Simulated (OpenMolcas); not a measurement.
Computed levels of 2s2 2p4 in ions with 8 electrons, in cm-1 above 3P2.

* Program: OpenMolcas
* Method: SS-RASPT2, IPEA 0.25 Eh, imaginary shift 0.1 Eh
* Basis: ANO-R2
* Scalar Hamiltonian: X2C, finite nucleus
* Spin-orbit coupling: state interaction with AMFI integrals over the reference wave functions, term energies averaged over their components

Active space for each ion: 6 electrons in 9 orbitals (RAS2 2s 2p; RAS3 3d, at most 2 electrons); closed shells correlated by CASPT2: 1s.

```tsv
Level	O	Ne2+
3P1	147	596
3P0	219	879
1D2	15910	26200
1S0	33730	56160
```

**Question.** Estimate 3P0, 1D2, 1S0 for F+ from its neighbours O and Ne2+.

**Answer.** 3P0 is fine structure, which grows about as the fourth power of a screened charge, so the fourth roots are averaged: ((219^0.25 + 879^0.25) / 2)^4 = 466. The calculation gives 469, so the estimate is off by -0.6 %; the measured value is 490 (NIST Handbook of Basic Atomic Spectroscopic Data).
1D2 is another term, which grows about linearly with the charge: (15910 + 26200) / 2 = 21055. The calculation gives 21090, so the estimate is off by -0.2 %; the measured value is 20873 (NIST Handbook of Basic Atomic Spectroscopic Data).
1S0 is another term, which grows about linearly with the charge: (33730 + 56160) / 2 = 44945. The calculation gives 45150, so the estimate is off by -0.5 %; the measured value is 44918 (NIST Handbook of Basic Atomic Spectroscopic Data).

CASPT2 breaks the degeneracy within a term, and the mean is taken; among the terms shown or strongly mixed into the levels shown the widest spread is 22 cm-1 (2s2 2p4 1D, O). Active for correlation alone: 3d; no level in the range computed is led by a configuration that fills it, so any true level of that kind is missing. Measured partners are found by configuration, term and J. A level has none where our copy of the source lacks it or the pairing is in doubt (some pairs that miss far off the trend of their configuration count as doubtful), and it then counts in no deviation. Only configurations of the active space appear.
